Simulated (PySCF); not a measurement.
**Trend along the alkali metals: MLi molecules**

PBE0 with triple-zeta basis sets in PySCF, for the lowest determinant that a PBE0 search found; no spin–orbit coupling. De refers to high-spin ground-configuration atoms. A positive dipole means M(−)Li(+).

```
 M         basis  state (unpaired electrons)  Re (Å)  ωe (cm⁻¹)  De (eV)  μ (D)
Li  x2c-TZVPPall      singlet (closed shell)   2.736        338     0.83    n/a
Na     def2-TZVP      singlet (closed shell)   2.927        252     0.74  -0.40
Rb     def2-TZVP      singlet (closed shell)   3.550        188     0.61  -3.89
Cs     def2-TZVP      singlet (closed shell)   3.749        178     0.61  -5.04
```

(1) By what factor does the bond length vary along the series?

The rows differ in basis set, which adds steps of its own.

Down a group the atoms grow and get heavier, so bonds lengthen and wavenumbers fall; this series shows no clear exception.

Closed-shell solutions of metal pairs were not tested for spin polarisation, which can lower them a little. Spin–orbit coupling is left out.

Answers

(1) At PBE0 it runs from 2.736 Å (Li2) to 3.749 Å (CsLi), a factor of 1.37.
